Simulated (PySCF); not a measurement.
# Excitation energy of As⁺ by level of theory

As⁺ [Ar] 3d10 4s2 4p2 (3P) → As⁺ [Ar] 3d10 4s1 4p3 (5S), as a difference of total energies. Calculation: PySCF 2.14, in dyall-av3z; the spin-free X2C one-electron Hamiltonian (Gaussian nucleus). The calculations carry no spin-orbit coupling.

| method | excitation energy (cm⁻¹) |
| --- | --- |
| UHF | 39214 |
| TPSSh | 55646 |
| PW91 | 58794 |
| BHandHLYP | 57244 |

For comparison: 53051 cm⁻¹ (measured; NIST levels, between the centres of gravity of the two terms).
